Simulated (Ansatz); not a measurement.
Kn (charge +1): PBE0/def2-SVP single points in Ansatz on relaxed structures, gas phase. Each cluster is the lowest isomer that a short search found in that spin, judged at the geometry's level, and lower ones may exist. HOMO and LUMO are taken over both spins. Singlets are spin-restricted. The structures are stationary points that may keep the symmetry of their start. Remarks come from the PBE and PBE0 runs and from stability tests at other levels; not every state was tested.

```csv
species,atoms,state,geometry,HOMO (eV),LUMO (eV),gap (eV),point group (within 0.1 Å),remarks
K4⁺,4,doublet,B3LYP/def2-TZVP,-5.60,-4.34,1.27,–,–
K5⁺,5,singlet,PBE/def2-SVP,-5.41,-3.65,1.76,C2,restricted SCF unstable in HF
```

Estimate the rows for K3⁺ (singlet, PBE/def2-TZVP geometry).


| species | atoms | state | geometry | HOMO (eV) | LUMO (eV) | gap (eV) | point group (within 0.1 Å) |
| --- | --- | --- | --- | --- | --- | --- | --- |
| K3⁺ | 3 | singlet | PBE/def2-TZVP | -6.40 | -4.21 | 2.18 | D3h |

The gap (eV) runs from 1.27 (K4⁺) to 2.18 (K3⁺).
